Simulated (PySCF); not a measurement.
**Oxygen: a sound run and one with changed settings**

Sound run: O(2+) [He] 2s2 2p2, O(3+) [He] 2s2 2p1. Calculation: PySCF 2.14, in cc-pVDZ; the non-relativistic Hamiltonian (point nucleus). The sound run starts from symmetry-adapted Hartree-Fock orbitals and uses a fine grid where one is needed.

Changed run: 26 angular points. This setting is unsound on purpose.

```json
{"species": "O(2+)", "method": "UHF", "sound run (hartree)": "-73.08103", "changed run (hartree)": "-73.08103", "converged": "yes"}
{"species": "O(2+)", "method": "TPSS", "sound run (hartree)": "-73.27353", "changed run (hartree)": "-73.27373", "converged": "yes"}
{"species": "O(2+)", "method": "LDA", "sound run (hartree)": "-72.67960", "changed run (hartree)": "-72.67987", "converged": "yes"}
{"species": "O(3+)", "method": "UHF", "sound run (hartree)": "-71.07355", "changed run (hartree)": "-71.07355", "converged": "yes"}
{"species": "O(3+)", "method": "TPSS", "sound run (hartree)": "-71.24167", "changed run (hartree)": "-71.24207", "converged": "yes"}
{"species": "O(3+)", "method": "LDA", "sound run (hartree)": "-70.64163", "changed run (hartree)": "-70.64199", "converged": "yes"}
```

Ionisation energy of O(2+):

| method | sound run (eV) | changed run (eV) |
| --- | --- | --- |
| UHF | 54.626 | 54.626 |
| TPSS | 55.290 | 55.284 |
| LDA | 55.456 | 55.454 |

A coarse angular grid integrates products of high-l functions wrongly, so density functionals can shift, and the SCF can exploit the error; Hartree-Fock and MP2 need no grid.

For comparison, NIST gives 54.936 eV between the lowest levels.
